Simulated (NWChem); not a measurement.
Species: C3H8Mg; SMILES [MgH][CH](C)C

```xyz
12

Mg     0.0273     1.7010     0.0000
H      0.3721     3.3887     0.0000
C     -0.3883    -0.3892     0.0000
C      0.1268    -1.0999    -1.2664
C      0.1268    -1.0999     1.2664
H     -1.4871    -0.4798     0.0000
H     -0.1262    -2.1744    -1.2622
H      1.2208    -1.0416    -1.3573
H     -0.2966    -0.6770    -2.1874
H     -0.2966    -0.6770     2.1874
H     -0.1262    -2.1744     1.2622
H      1.2208    -1.0416     1.3573
```
Atoms are numbered in this order, from 1.

All runs: NWChem. Pople sets run with spherical d functions. Structure relaxed at the B3LYP/6-31G* (spherical d) level.

What does the run give for B97-D/6-31G*? Quantities: highest occupied level (eV); orbital gap (eV); dipole (D).


```
Item                         Value
---------------------------  -----
highest occupied level (eV)  -4.78
orbital gap (eV)              3.91
dipole (D)                    0.67
```
